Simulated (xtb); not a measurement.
B₂F₃, SMILES F[B]B(F)F (connectivity only; charge and spin as stated), charge +1, multiplicity 1. All values are semi-empirical tight-binding results from xtb (GFN2-xTB unless named), good for trends rather than for accurate numbers. Geometry optimised at GFN2-xTB. The spin state was assumed, not searched. The isomer is the one that the SMILES or the coordinates give; other isomers of the formula were not compared. The values are those of a single conformer.

Optimised geometry:

Bonded distances (Å): F1–B2 1.205, B2–B3 1.785, B3–F4 1.283, B3–F5 1.283. Bond angles (°): F1–B2–B3 178.0, B2–B3–F4 119.6, B2–B3–F5 119.6, F4–B3–F5 120.8.
Charge +1, spin multiplicity 1.

| Property | Result |
|---|---|
| point group as xtb finds it | C2v |
| orbital gap | 3.03 eV |
| zero-point energy | 9.1 kcal/mol |
| G − E(el) at 298.15 K (modified RRHO) | -8.9 kcal/mol |
| static polarisability (D4 model) | 31.3 bohr³ |
| solvation energy, GFN2-xTB/ALPB(water) | -59.5 kcal/mol |
| solvation energy, GFN2-xTB/ALPB(toluene) | -49.6 kcal/mol |

Computed IR lines (harmonic; lines under 4 % of the strongest left out, lines within 3 cm⁻¹ merged):
ν (cm⁻¹): 149 (w), 424 (w), 487 (m), 502 (w), 1151 (m), 1487 (vs), 1822 (s) (against the strongest line: vs over 80 %, s over 45 %, m over 15 %, w over 4 %, vw less)

Computed atomic charges and the Wiberg bond orders between heavy atoms:
charges (e) F1 0.15, B2 0.51, B3 0.51, F4 -0.09, F5 -0.09. Bond orders F1–B2 1.82, B2–B3 0.86, B3–F4 1.26, B3–F5 1.26.
